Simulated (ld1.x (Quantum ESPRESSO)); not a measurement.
# Plane-wave convergence, RRKJ potential for H

hydrogen, norm-conserving RRKJ (Kleinman–Bylander form), made with ld1.x (Quantum ESPRESSO) 7.5 (PBE, scalar-relativistic). Core none, reference 1s0.5 (charge +0.5). Waves: 2p channel at 0.3 Ry: rc 0.95 bohr; 1s (bound): rc 1.00 bohr. Local part: the s channel. Core correction: none.

The pseudo-atom Hamiltonian at the reference potential is diagonalised in spherical Bessel functions j_l(qr) that vanish at 20 bohr, with q² up to the cutoff. All-electron valence levels (Ry): 1s -0.9320.

How do the lowest levels (Ry) of each channel move with the cutoff, and are there ghosts?

```csv
cutoff (Ry),p #1,s #1,d #1,d #2,f #1,Σ f·Δε (mRy)
8,-0.1198,-0.8507,-0.0091,0.0839,0.0429,40.7
12,-0.1201,-0.8849,-0.0091,0.0839,0.0429,23.6
21,-0.1202,-0.9150,-0.0091,0.0839,0.0429,8.5
30,-0.1202,-0.9246,-0.0091,0.0839,0.0429,3.7
45,-0.1202,-0.9306,-0.0091,0.0839,0.0429,0.7
55,-0.1202,-0.9316,-0.0091,0.0839,0.0429,0.2
400,-0.1202,-0.9320,-0.0091,0.0839,0.0429,0.0
```

Result: no extra level below or beside the all-electron valence levels (p, s, d, f tested); 10 mRy is reached at 21 Ry and 1 mRy at 45 Ry.
